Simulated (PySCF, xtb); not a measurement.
# AlGaH3O2+: which of two structures lies lower

Structure I is a singlet given by its coordinates and structure II is a singlet given by its coordinates. Both are gas-phase species (loosely bound parts included), relaxed with BLYP-D3(BJ)/def2-SVP.

I (Å):

```xyz
7

Al    0.0532   -0.0334    0.6872
Ga    1.7894   -1.1126   -2.3264
O    -1.5482   -0.1747    1.1801
O     0.1915   -0.8135   -0.9511
H    -2.0684    0.0882    1.9566
H     1.4162    0.5443    1.1910
H    -0.6726   -1.1739   -1.2588
```

Close contacts (Å): Al1–O3 1.68, Al1–O4 1.82, Ga2–O4 2.13, Al1–H6 1.56, O3–H5 0.97, O4–H7 0.99.

II (Å):

```xyz
7

Al    0.9182   -0.1103   -0.3173
Ga   -1.9300    0.4272    0.9973
O    -0.4948    0.8003   -0.8194
O     0.1639   -0.6081    1.1867
H     0.4992   -1.1625    1.9169
H    -0.6651    1.3233   -1.6259
H     2.3130   -0.3765   -0.9620
```

Close contacts (Å): Al1–O3 1.75, Al1–O4 1.75, Ga2–O3 2.35, Ga2–O4 2.34, Al1–H7 1.56, O3–H6 0.98, O4–H5 0.98.

Task: Which of the two would you expect CCSD(T)/def2-SVP + ΔMP2/def2-TZVPP electronic energies to favour?

Result: Structure II; the calculation gives E(II) − E(I) = −0.324 eV.

The same difference at several levels:

```json
{"level": "BLYP-D3(BJ)/def2-SVP", "geometry": "BLYP-D3(BJ)/def2-SVP", "E(II) − E(I) (eV)": "−0.389", "departure from the last row (eV)": "−0.065", "job, with rough time for the two": "optimisation, 4.2 min"}
{"level": "HF/def2-SVP", "geometry": "BLYP-D3(BJ)/def2-SVP", "E(II) − E(I) (eV)": "−0.295", "departure from the last row (eV)": "+0.029", "job, with rough time for the two": "part of the CCSD(T) run"}
{"level": "MP2/def2-SVP", "geometry": "BLYP-D3(BJ)/def2-SVP", "E(II) − E(I) (eV)": "−0.355", "departure from the last row (eV)": "−0.031", "job, with rough time for the two": "part of the CCSD(T) run"}
{"level": "CCSD(T)/def2-SVP", "geometry": "BLYP-D3(BJ)/def2-SVP", "E(II) − E(I) (eV)": "−0.347", "departure from the last row (eV)": "−0.023", "job, with rough time for the two": "single point"}
{"level": "CCSD(T)/def2-SVP + ΔMP2/def2-TZVPP", "geometry": "BLYP-D3(BJ)/def2-SVP", "E(II) − E(I) (eV)": "−0.324", "departure from the last row (eV)": "", "job, with rough time for the two": "single point, 97 s"}
```

None of the levels shown reverses the order. The largest departure from CCSD(T)/def2-SVP + ΔMP2/def2-TZVPP is that of BLYP-D3(BJ)/def2-SVP, 0.065 eV. No reliable frequencies are at hand for II, so it isn't confirmed as a minimum. Levels run at GFN2-xTB geometries aren't shown. The last row adds to CCSD(T) the change of the MP2 difference between the two basis sets, here +0.023 eV.

The correlated steps freeze 16 core orbitals; the filled d shell of Ga is correlated, in a basis made for valence electrons. Programs: PySCF 2.14.0, xtb 6.7.1; the last row on 2 threads of Arm Neoverse N1 on a shared host.
